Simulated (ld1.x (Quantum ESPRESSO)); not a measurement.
# Before and after: TM potential for Se (Z = 34)

ld1.x (Quantum ESPRESSO) 7.5 input, shortened:

```
&input
   title='Se', zed=34., rel=1, dft='PZ', iswitch=3,
   config='[Ar] 3d10 4s2 4p4 4d-2'
 /
 &inputp
   pseudotype=2, tm=.true., lloc=2,
   nlcc=.false.
 /
3
4S  1  0   2.00   0.00  1.45  1.45  0.0
4P  2  1   4.00   0.00  1.85  1.85  0.0
4D  3  2  -2.00   0.05  1.60  1.60  0.0
 &test
   configts(1)='4s2 4p4'
 /
```

Change: wave 4p (bound): rc 1.85 bohr becomes 4p (bound): rc 1.58 bohr.

Cutoffs: the cutoffs (Ry, on a coarse ladder) from which the occupation-weighted sum of valence levels, in a spherical-Bessel basis at the reference potential, stays within 10 and 1 mRy of its value at 400 Ry; they do not see the model core or the augmentation charge, which bear on the density cutoff. Errors are all-electron minus pseudo energies relative to the spin-unpolarised reference configuration.

Predict the effect on cutoff, ghosts and configuration errors.

The potential gets neither clearly harder nor softer (25 Ry and 55 Ry → 25 Ry and 55 Ry); both files keep a bound ghost (p, s); the errors of the 9 common tests hardly move.

```tsv
quantity	base	changed
cutoff, loose	25 Ry	25 Ry
cutoff, tight	55 Ry	55 Ry
bound ghosts	s, p	s, p
error for 4s2 4p3, meV [ΔE 11.01 eV]	-1.3	-1.2
error for 4s2 4p2, meV [ΔE 31.57 eV]	+4.5	+4.8
error for 4s2 4p1, meV [ΔE 62.72 eV]	+47	+48
error for 4s2 4p0, meV [ΔE 105.30 eV]	+198	+201
error for 4s2 4p4.3, meV [ΔE -1.64 eV]	+0.3	+0.3
error for 4s1 4p4, meV [ΔE 22.59 eV]	+3.5	+3.3
error for 4s0 4p6, meV [ΔE 22.09 eV]	+19	+18
error for 4s2 4p4 (spin-polarised), meV [ΔE -0.59 eV]	+82	+82
error for 4s2 4p3 (spin-polarised), meV [ΔE 9.37 eV]	+257	+257
```

 A true bound ghost makes a file unfit for plane-wave use even where its test errors are small: the radial tests pick states by their node count and pass the ghost by.
